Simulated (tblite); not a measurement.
All values are computed: GFN2-xTB (tblite) harmonic vibrations without scaling, gas phase. Errors from tens to a few hundred cm⁻¹ against measured bands are possible. Modes of hydrogen on phosphorus and silicon can be 10 to 20 % off. One conformer each. Open shells enter through the occupations alone, without spin polarisation, and single modes of such species can be off by tens of per cent. Thermal functions are those of the rigid rotor and harmonic oscillator, without mixing of conformers.

**Question.** Order these by their zero-point energy, highest first (kcal/mol).
A. `CO[C@@H]1[C@H](C)[Si@H]1SC`
B. `C#C[C@@H]1CCOC(=O)[C@H]1C`
C. `CC(=C)[C]1C(=O)COC1` [radical]
D. `O([C@H](C[SiH](F)F)C)CC`
E. `C[NH2+]CC(C)(C)C`
F. `C[P@](=O)(P)CCCO`

**Answer.** E (135.0), D (104.2), B (100.9), A (99.6), F (98.4), C (88.3).

```
                    SMILES  atoms  mass (u)  symmetry number  modes under 300 cm⁻¹  ZPE (kcal/mol)  S translation (cal/(mol K))  S rotation  S vibration  S spin      S    Cp
          C[NH2+]CC(C)(C)C     23    102.13                1                     7           135.0                         39.8        28.0         26.5     0.0   94.3  37.8
    CCO[C@@H](C)C[SiH](F)F     21    154.06                1                    11           104.2                         41.0        30.0         38.9     0.0  110.0  44.0
 C#C[C@@H]1CCOC(=O)[C@H]1C     20    138.07                1                     7           100.9                         40.7        29.4         27.4     0.0   97.5  39.1
CO[C@@H]1[C@H](C)[Si@H]1SC     20    148.04                1                    11            99.6                         40.9        29.9         38.4     0.0  109.3  42.7
          C[P@](=O)(P)CCCO     20    154.03                1                    10            98.4                         41.0        29.3         30.6     0.0  101.0  42.6
         C=C(C)[C]1COCC1=O     18    125.06                1                     6            88.3                         40.4        28.9         24.7     1.4   95.4  35.6
```

Entropies and Cp are for 298.15 K and 1 bar.
